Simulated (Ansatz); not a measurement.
Computed with Ansatz on PBE0-D4/def2-TZVP structures; ΔE is electronic, products minus reactants. CCSD(T)/CBS is the MP2 limit (def2-TZVPP, def2-QZVPP) plus CCSD(T) − MP2 in def2-TZVPP, frozen cores. Functionals use def2-TZVPP. HSE06 is defined as in plane-wave codes. Each species was taken in one conformer, which may not be the lowest.

Reaction (formal exchange of groups at the Si–C bond): `[SiH3]CCS` + `[SiH3][SiH2][SiH3]` → `[SiH3][SiH2][SiH2][SiH3]` + `CCS`

`[SiH3]CCS`:

Cartesian coordinates in Å:
```
Si 0.469 1.392 1.015
C 0.033 -0.352 0.456
C -0.098 -0.477 -1.052
S -0.420 -2.162 -1.647
H -0.580 2.353 0.578
H 0.583 1.448 2.497
H 1.765 1.812 0.416
H 0.797 -1.043 0.824
H -0.905 -0.644 0.941
H -0.871 0.188 -1.441
H 0.835 -0.198 -1.548
H -1.607 -2.318 -1.039
```

`[SiH3][SiH2][SiH3]`:

Z-matrix (Å, degrees):
```
Si
Si 1 2.338
H 1 1.488 2 109.8
H 1 1.488 2 111.3 3 120.4
H 1 1.488 2 109.8 3 -119.2
Si 2 2.338 1 110.3 3 59.6
H 2 1.490 1 109.6 3 -179.6
H 2 1.490 1 109.6 3 -61.1
H 6 1.488 2 109.8 1 -59.5
H 6 1.488 2 109.8 1 59.7
H 6 1.488 2 111.3 1 -179.9
```

`[SiH3][SiH2][SiH2][SiH3]`:

Cartesian coordinates in Å:
```
Si 1.931 -1.075 0.852
Si 1.234 0.115 -1.036
Si -1.100 0.074 -1.181
Si -2.030 0.935 0.784
H 3.415 -1.117 0.946
H 1.393 -0.427 2.079
H 1.416 -2.469 0.790
H 1.690 1.530 -0.921
H 1.846 -0.473 -2.261
H -1.552 -1.335 -1.363
H -1.566 0.867 -2.353
H -3.515 0.981 0.703
H -1.640 0.082 1.938
H -1.522 2.313 1.022
```

`CCS`:

Cartesian coordinates in Å:
```
C -0.891 0.188 -0.313
C 0.446 -0.501 -0.144
S 1.283 -0.122 1.419
H -1.563 -0.057 0.511
H -1.366 -0.118 -1.250
H -0.773 1.274 -0.337
H 0.324 -1.586 -0.123
H 1.120 -0.275 -0.973
H 1.420 1.197 1.210
```

| level | ΔE (kJ/mol) |
| --- | --- |
| HSE06-D4 | -27.9 |
| CAM-B3LYP-D4 | -16.4 |
| r2SCAN0 | -21.8 |
| HSE06 | -26.0 |
| BHLYP | -14.8 |
| HF/def2-TZVPP | -10.7 |
| SCS-MP2/def2-QZVPP | -11.9 |
| HF/CBS(def2) | -9.9 |

What does CCSD(T)/CBS give? (An estimate is asked.)

Computed: -18.6 kJ/mol. The listed levels differ from it by -9.3, 2.2, -3.2, -7.4, 3.8, 7.9, 6.7, 8.7 kJ/mol.

Largest T1 diagnostic among the species: 0.014.

From BLYP to BHLYP (50 % exact exchange), in def2-TZVPP and without D4, ΔE moves by +3.9 kJ/mol. Leaving LDA and LC-ωPBE aside and taking each functional with its dispersion term where it has one, the values, not all of them listed here, spread over 15.5 kJ/mol, from PBE-D4 to ωB97M-V.

CCSD(T)/CBS has its own doubt, a few kJ/mol and more with outer-core shells, so smaller differences from it don't rank the levels.
